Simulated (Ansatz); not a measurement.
CH6BNSi can be A, `[SiH3]B1CN1`, or B, `B1CN[SiH2]1`.

Isolated molecules relaxed with PBE0-D4/def2-TZVP in Ansatz; ΔE leaves out vibrations. CCSD(T)/CBS is the MP2 limit (def2-TZVPP, def2-QZVPP) plus CCSD(T) − MP2 in def2-TZVPP, frozen cores. DFT in def2-TZVPP. B3LYP here is the variant with VWN-RPA as its local correlation; programs differ in this.

Which isomer does CCSD(T)/CBS put lower? Give the gap. (Estimate.)

The calculation gave: A, by 18.8 kJ/mol.

Give E(B) − E(A) in kJ/mol with r2SCAN-D4, CCSD(T)/def2-SVP, CCSD/def2-TZVPP, MP2/def2-TZVPP, CCSD(T)/def2-TZVPP, B3LYP-D4, BLYP-D4. (Best estimate.)

Ansatz gave: r2SCAN-D4 28.5, CCSD(T)/def2-SVP 50.8, CCSD/def2-TZVPP 19.4, MP2/def2-TZVPP 23.2, CCSD(T)/def2-TZVPP 23.1, B3LYP-D4 26.5, BLYP-D4 33.0. None reverses the order clearly.

Does the order hold for the free energy at 298.15 K (harmonic terms from PBE0-D4)? (Best estimate.)

Ansatz gave: Yes: G(B) − G(A) = +24.2 kJ/mol.

Largest T1 diagnostic: 0.014.

From BLYP to BHLYP (50 % exact exchange), in def2-TZVPP and without D4, E(B) − E(A) moves by −20.7 kJ/mol. In def2-TZVPP, CCSD(T) changes the Hartree–Fock value by +15.3 kJ/mol (the triples alone add +3.7 kJ/mol) and MP2 by +15.5 kJ/mol.
